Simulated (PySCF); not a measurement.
Delta-SCF ions had no search for a lower state. Excitations are Tamm–Dancoff values on a coarser integration grid. The basis has no diffuse functions, so Rydberg states are missing or too high.

## C₃H₃Br, SMILES `C=C=CBr` (charge 0, multiplicity 1)

All values below come from ωB97X-D3(BJ)/def2-TZVP // PBE0-D3(BJ)/def2-TZVP (PySCF).

- HOMO: -9.61 eV
- dipole moment: 1.71 D
- HOMO–LUMO gap: 10.73 eV
- LUMO: 1.12 eV
- S1 excitation (TDA): 4.93 eV
- S1 oscillator strength: 0.000
- T1 excitation (TDA): 4.47 eV
- S1–T1 gap (TDA): 0.45 eV
- vertical ionisation energy (Delta-SCF): 9.56 eV
- total energy: -2690.2179 Ha
- cost: very roughly 2.3 core-minutes

Bond lengths (Å): C1–C2 1.299, C1–H5 1.086, C1–H6 1.085, C2–C3 1.294, C3–Br4 1.892, C3–H7 1.081. Angles (°): C2–C1–H5 121.2, C2–C1–H6 121.2, H5–C1–H6 117.7, C1–C2–C3 179.6, C2–C3–Br4 122.3, C2–C3–H7 124.0, Br4–C3–H7 113.6.
